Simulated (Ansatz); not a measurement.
A nudged elastic band was laid between two geometries of GeH$_{5}$NSi (8 atoms, charge 0, multiplicity 1).

Theory: RKS LDA/def2-SVP (Ansatz).

* movable images: 9
* climbing image: yes
* spring: 5.0 eV/Å²
* optimiser: quadratic models (default)
* start path: through a guess of the saddle point
* force threshold: 0.03 eV/Å
* iteration limit: 60
* end points: relaxed

Image 0:

```xyz
8
Properties=species:S:1:pos:R:3
Si -0.839 1.272 -0.875
N 0.271 0.132 -0.687
Ge 0.727 -1.027 0.631
H -1.898 1.704 0.115
H -0.896 2.040 -2.163
H -0.149 -0.887 1.909
H 2.207 -0.772 0.998
H 0.578 -2.462 0.073
```

Image 10:

```xyz
8
Properties=species:S:1:pos:R:3
Si -1.533 1.349 -0.903
N 0.067 0.741 -0.684
Ge 0.585 -0.630 0.449
H -2.135 0.343 0.130
H 0.826 1.171 -1.230
H 0.224 -0.242 1.897
H 2.116 -0.812 0.304
H -0.151 -1.921 0.037
```

**Question.** Which bonds break or form, and what moves?

**Answer.** Bonds broken: Si1–H5. Bonds formed: N2–H5.

**Question.** Give the energies along the band, and the barrier.

**Answer.** The forces met the threshold. The highest image is number 4 of 0 to 10, 185.3 kJ/mol above the first end and 246.2 kJ/mol above the last; the last end lies 60.9 kJ/mol below the first. A structure lower than the last end lies on the path between it and the top, so the climb from that side starts below the end, which may itself be a saddle point or a shallow side well. Neighbouring images differ by up to 1.7 eV, so the band resolves the path poorly. A vibrational analysis at the climbing image gives one clearly imaginary mode, 1344i cm⁻¹: a first-order saddle point. The orbitals stay closed-shell, which can raise the energy where a bond breaks towards radicals; this wasn't checked here.

```csv
image,path coordinate (Å),energy (kJ/mol),Si1–H5 (Å),N2–H5 (Å)
0,0.00,0.0,1.50,2.68
1,0.48,1.0,1.50,2.67
2,0.96,22.3,1.49,2.45
3,1.45,109.0,1.49,2.05
4,1.93,185.3,1.56,1.58
5,2.55,21.7,1.89,1.08
6,3.18,-51.8,2.25,1.03
7,3.80,-61.8,2.36,1.03
8,4.42,-61.3,2.36,1.03
9,5.05,-60.8,2.38,1.03
10,5.67,-60.9,2.39,1.03
```

**Question.** What is the geometry of the highest image?

**Answer.** 
```xyz
8
Properties=species:S:1:pos:R:3:forces:R:3
Si -1.171 1.460 -0.875 0.00 0.00 0.00
N -0.032 0.304 -0.555 0.00 0.00 0.00
Ge 0.715 -0.929 0.566 0.00 0.00 0.00
H -2.273 1.862 0.152 0.00 0.00 0.00
H -0.044 1.131 -1.906 0.00 0.00 0.00
H -0.075 -1.010 1.902 0.00 0.00 0.00
H 2.176 -0.513 0.849 0.00 0.00 0.00
H 0.704 -2.306 -0.134 0.00 0.00 0.00
```

The band took 23 iterations and roughly 4 core-minutes.

The run took 120 s on 2 threads of Intel(R) Xeon(R) Platinum 8488C (Sapphire Rapids), with other jobs on the host, peak memory 0.15 GiB.
